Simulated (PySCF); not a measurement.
First SCF of a structure search on quartet TlS₂, at a hand-made side-on geometry. PySCF input:

```python
from pyscf import gto, scf, dft
mol = gto.M(atom='''
Tl     0.000000     0.000000     0.000000
S      1.020000     0.000000     2.330700
S     -1.020000     0.000000     2.330700''',
    basis={'Tl': 'def2-SVP', 'S': 'def2-SVP'},
    ecp={'Tl': 'def2-SVP'},
    charge=0, spin=3)
mf = dft.UKS(mol, xc='PBE0')
mf.grids.atom_grid = (50, 194)
aux = {'Tl': 'def2-universal-JKFIT', 'S': 'def2-universal-JKFIT'}
mf = mf.density_fit(auxbasis=aux)
mf.conv_tol = 1e-08
mf.diis_space = 10
mf.max_cycle = 60
mf.init_guess = 'minao'
mf.verbose = 4
mf.kernel()
```

Excerpt of the output (cycles alone):

```
init E= -946.746002387455
cycle= 1 E= -967.181406045731  delta_E= -20.4  |g|= 1.25  |ddm|= 8.79
cycle= 2 E= -959.709324761641  delta_E= 7.47  |g|=  3.6  |ddm|= 5.96
cycle= 3 E= -968.23430877157  delta_E= -8.52  |g|= 0.18  |ddm|= 4.44
cycle= 4 E= -968.183155440945  delta_E= 0.0512  |g|= 0.311  |ddm|= 2.32
cycle= 5 E= -968.251507177417  delta_E= -0.0684  |g|= 0.0897  |ddm|= 2.28
cycle= 6 E= -968.256935411093  delta_E= -0.00543  |g|= 0.0432  |ddm|= 0.0908
cycle= 7 E= -968.258437903571  delta_E= -0.0015  |g|= 0.0172  |ddm|= 0.0649
cycle= 8 E= -968.258686221607  delta_E= -0.000248  |g|= 0.00467  |ddm|= 0.0282
cycle= 9 E= -968.258705949275  delta_E= -1.97e-05  |g|= 0.000527  |ddm|= 0.0105
cycle= 10 E= -968.258706178427  delta_E= -2.29e-07  |g|= 7.63e-05  |ddm|= 0.001
cycle= 11 E= -968.258706185236  delta_E= -6.81e-09  |g|= 1.35e-05  |ddm|= 0.000237
Extra cycle  E= -968.2587061854  delta_E= -1.64e-10  |g|= 5.47e-06  |ddm|= 3.84e-05
converged SCF energy = -968.2587061854  <S^2> = 3.7590662  2S+1 = 4.0045305
```

This is not the lowest solution: another start and a stability analysis within the same unrestricted form found one 21.0 kJ/mol lower, at -968.26672 Eh.

No spin–orbit coupling is included, which matters more the heavier the element.

The search for the lowest solution, 3 starts and the stability check together, took 18 s on 2 threads of a shared Arm Neoverse N1 host, with 62 basis functions; the process peaked at 0.35 GiB.
